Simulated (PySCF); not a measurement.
## TlCl and its ions

RHF-MP2; basis Tl def2-SVP with ECP60, Cl def2-SVP; scalar-relativistic core potentials; PySCF 2.14. Neutral (RHF): singlet (closed shell), Re = 2.509 Å, ωe = 307 cm⁻¹, De = 4.01 eV.

TlCl⁺ (UHF): doublet (π ↑), Re = 3.287 Å, ωe = 88.2 cm⁻¹. The energies at the minima are -631.14086 hartree for TlCl and -630.81215 for TlCl⁺.

Work out the adiabatic ionisation energy, without and with harmonic zero-point energies (1 hartree = 27.2114 eV, 1 eV = 8065.5 cm⁻¹), and the change of the bond length.

At MP2: 0.32871 hartree = 8.945 eV between the minima; the zero-point term (88.2 − 307.0)/2 cm⁻¹ = -0.014 eV makes it 8.931 eV. Re changes by +77.8 pm against the neutral. The electron leaves a π orbital, and the ion is left as a loose complex of an ion and an atom.

Correlated steps freeze 9 core orbitals. Correlated levels converge slowly with the basis: in double zeta they bind strong bonds too weakly, by up to about 1 eV, and carry superposition errors of some tenths. Spin–orbit coupling is left out, which matters for elements this heavy, above all for dissociation energies. Where the molecule has an RHF reference, its open-shell atoms are computed with UHF. States were picked by a PBE0 search and need not be the measured ground states.

Neutral and ion stand on different kinds of reference determinant, which adds to the error of the difference.
